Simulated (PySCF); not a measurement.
Working with the constants of CsSi

UHF-CCSD(T) constants of CsSi, ⁴Σ⁻ (quartet), unpaired electrons σ ↑, π ↑↑ (Cs def2-SVP with ECP46, Si def2-SVP; scalar-relativistic core potentials (PySCF 2.14); masses 132.9054 and 27.9769 u):

| Item | Value |
| --- | --- |
| ωe | 166.3 cm⁻¹ |
| ωexe | 0.547 cm⁻¹ |
| Be | 0.063237 cm⁻¹ |
| αe | 0.000295 cm⁻¹ |
| De to Cs + Si | 1.32 eV |

Task: What force constant and bond length do these constants imply?

Result: Reduced mass μred = 23.112 u; k = 5.8918×10⁻⁷·μred·ωe² (u, cm⁻¹, mdyn/Å) = 0.377 mdyn/Å; Re = √(16.8576/(μred·Be)) (u, cm⁻¹, Å) = 3.396 Å.

Task: Estimate the centrifugal constant D from the Kratzer relation and find the Dunham coefficient a1.

Result: D = 4Be³/ωe² = 3.66e-08 cm⁻¹; a1 = −1 − αeωe/(6Be²) = -3.04.

Correlated steps freeze 5 core orbitals. Correlated levels converge slowly with the basis: in double zeta they bind strong bonds too weakly, by up to about 1 eV, and carry superposition errors of some tenths. Spin–orbit coupling is left out, which matters for elements this heavy, above all for dissociation energies. The state is the lowest determinant that a PBE0 search found; another state may lie lower at other levels.
